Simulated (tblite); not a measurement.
Species: C5H4F3 (doublet state).
Geometry (GFN2-xTB, Å), atoms numbered from 1 in this order:
```xyz
12
C5H4F3 angstrom
C      1.8597   -0.8662    1.4596
C      1.3700   -0.5558    0.4125
C      0.7165   -0.1799   -0.8334
F      0.2869   -1.3333   -1.4996
C     -0.4478    0.6924   -0.5363
F     -0.3997    1.9516   -1.0062
C     -1.5735    0.3287    0.3414
F     -1.3065    0.6122    1.6830
H      2.3100   -1.1315    2.3696
H      1.4186    0.3246   -1.5108
H     -1.7632   -0.7486    0.2981
H     -2.4699    0.9051    0.0903
```

Level: GFN2-xTB in tblite, geometry and Hessian alike; calculated harmonic values, unscaled, isolated species. Errors from tens to a few hundred cm⁻¹ against measured bands are possible. One conformer, not necessarily the lowest. Open shells enter through the occupations alone, without spin polarisation, and single modes of such species can be off by tens of per cent.

Harmonic wavenumbers (cm⁻¹): 28.8, 55.8, 74.6, 158.3, 170.8, 234.2, 326.0, 369.4, 463.2, 513.7, 548.6, 652.9, 677.5, 825.7, 892.6, 905.5, 938.8, 984.1, 1155.2, 1193.9, 1220.9, 1257.8, 1282.8, 1317.8, 1398.0, 2270.8, 2905.3, 2946.6, 2957.9, 3392.4.

A = 2215, B = 1742, C = 1293 MHz; mass 121.027 u (most abundant isotopes); point group C1, symmetry number 1; spin multiplicity 2.

Task: What is the zero-point energy?

Result: Half the sum of the wavenumbers: 16060 cm⁻¹ = 45.92 kcal/mol.

Task: What is S at 200 K and 1 bar for an ideal gas of classical rigid rotors and harmonic oscillators?

Result: Translation 38.33, rotation 27.37, vibration 19.19, spin (R ln 2) 1.38: S = 86.3 cal/(mol K).

Task: And Cp and H(200 K) − H(0)?

Result: Cp = 25.10 cal/(mol K), of which vibrations give 17.15 (their classical limit is 30 R = 59.6); H(200 K) − H(0) = 3.49 kcal/mol without the zero-point energy, 1.90 from vibrations.

Task: Which modes carry the vibrational entropy at 200 K?

Result: 28.8 cm⁻¹: 5.12; 55.8 cm⁻¹: 3.81; 74.6 cm⁻¹: 3.25; 158.3 cm⁻¹: 1.83; 170.8 cm⁻¹: 1.70; 234.2 cm⁻¹: 1.17 cal/(mol K); the other 24 give 2.31 together.

Task: What must be added to the electronic energy to get the Gibbs energy at 200 K and 1 bar?

Result: ZPE + [H(200 K) − H(0)] − T·S = 45.92 + 3.49 − 17.25 = 32.16 kcal/mol.

Hindered rotation and anharmonicity are outside this model. Other conformers, if any are populated, would add a mixing term that is left out. The structure is chiral; the term R ln 2 for an equal mix with its mirror image is left out.
